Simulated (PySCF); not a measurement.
Compound: C₄H₃O₃S₂ (charge -1).
SMILES: `O=S(=O)([O-])C1=CSC=C1`

Computed geometry: GFN2-xTB, gas phase.

Masses are those of the commonest isotopes; rigid-rotor values at the optimised geometry. 

Question: Give the principal moments of inertia and the rotational constants in MHz.

Answer: Ia = 165.99, Ib = 638.88, Ic = 708.65 u·Å²; 505379 MHz·u·Å²/I gives A = 3045, B = 791.0, C = 713.2 MHz.

Question: What kind of rotor is it?

Answer: A near-prolate asymmetric top. Ray's parameter κ = (2B − A − C)/(A − C) = -0.933; −1 is the prolate and +1 the oblate limit.

Question: Is it planar, by Δ = Ic − Ia − Ib?

Answer: Not planar: Δ = Ic − Ia − Ib = -96.22 u·Å². For a rigid frame Δ = −2 Σ m c², so Σ m c² = 48.11 u·Å² lies off the ab plane: 0.00 from hydrogen and 48.11 from heavier atoms. The atom farthest from that plane is 1.23 Å away.

Question: List the rotational levels J(Ka,Kc) to J = 5 (cm⁻¹).

Answer: Above 0(0,0):
J = 1: 1(0,1) 0.0502, 1(1,1) 0.1253, 1(1,0) 0.1279
J = 2: 2(0,2) 0.1505, 2(1,2) 0.2231, 2(1,1) 0.2309, 2(2,1) 0.4564, 2(2,0) 0.4565
J = 3: 3(0,3) 0.3007, 3(1,3) 0.3697, 3(1,2) 0.3853, 3(2,2) 0.6069, 3(2,1) 0.6073, 3(3,1) 0.9893, 3(3,0) 0.9893
J = 4: 4(0,4) 0.5008, 4(1,4) 0.5651, 4(1,3) 0.5910, 4(2,3) 0.8076, 4(2,2) 0.8086, 4(3,2) 1.1902, 4(3,1) 1.1902, 4(4,1) 1.7253, 4(4,0) 1.7253
J = 5: 5(0,5) 0.7503, 5(1,5) 0.8092, 5(1,4) 0.8481, 5(2,4) 1.0583, 5(2,3) 1.0606, 5(3,3) 1.4412, 5(3,2) 1.4413, 5(4,2) 1.9764, 5(4,1) 1.9764, 5(5,1) 2.6645, 5(5,0) 2.6645

Stationary, but not proved a minimum. Constants of a rigid frame at the computed geometry: no zero-point averaging, no centrifugal distortion.

Conformer computed: `[O:1]=[S:2](=[O:3])([O-:4])[c:5]1[cH:6][cH:7][s:8][cH:9]1`: O1–S2–C5–C6 180°.
